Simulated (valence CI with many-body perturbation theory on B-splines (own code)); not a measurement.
**Mn12+: what the settings do**

Computed by relativistic CI+MBPT: three valence electrons over a frozen Dirac-Fock core [Ne], radial functions for each j: 6 s, 6 p, 5 d, 3 f, 1 g, with the one-electron correlation potential Σ1, the two-electron term Σ2, the three-electron term Σ3, Breit, model QED; selected CI, second order for the rest, scaled by the run's own slope (own B-spline code, finite nucleus).

No measured spectrum was set against this ion. As an estimate, levels of excited configurations hold to 0.05 to 0.15 % of their energy, terms of the ground configuration to about 0.5 %.

The reference run has the lowest level 3s²3p ²P°_1/2 and an ionisation energy of 343.630 eV. Its largest variational space holds 2730 state functions.

Names give the largest LS component (configuration and term), which can be under half, so a name can repeat, a term be missing and a line seem to break the LS rules; names also repeat where a configuration has a term twice.

Changed runs:
A. screening of Σ1 on → off
B. logarithmic knot step 0.27 → 0.4
C. size limit of the variational space 10000 → 6000
D. start configuration 3s2 3p1 → 3s2 3p2 (bad on purpose)

Excitation energies of the reference run in cm⁻¹, and shifts in cm⁻¹:

```
                 Level  Reference       A        B  C
         3s²3p ²P°_3/2      15311    +0.4     -0.7  0
          3s3p² ⁴P_1/2     208230     -21     -7.4  0
          3s3p² ⁴P_3/2     214350     -21     -7.7  0
          3s3p² ⁴P_5/2     222271     -21     -8.0  0
          3s3p² ²D_3/2     276578     -12     -7.4  0
          3s3p² ²D_5/2     278185     -12     -7.5  0
          3s3p² ²S_1/2     339492     -19     -7.5  0
          3s3p² ²P_1/2     360854     -19     -8.1  0
          3s3p² ²P_3/2     367896     -19     -8.3  0
          3s²3d ²D_3/2     441070     +37     -3.7  0
          3s²3d ²D_5/2     442571     +40     -3.8  0
           3p³ ²D°_3/2     534454     -20      -14  0
Ionisation energy (eV)    343.630  +0.009  -0.0013  0
```

No effect on these energies: C.

Run D: It gave no result: the electrons of core and valence do not add up to the charge. The program said: "core and valence hold 14 electrons, the ion has 13".
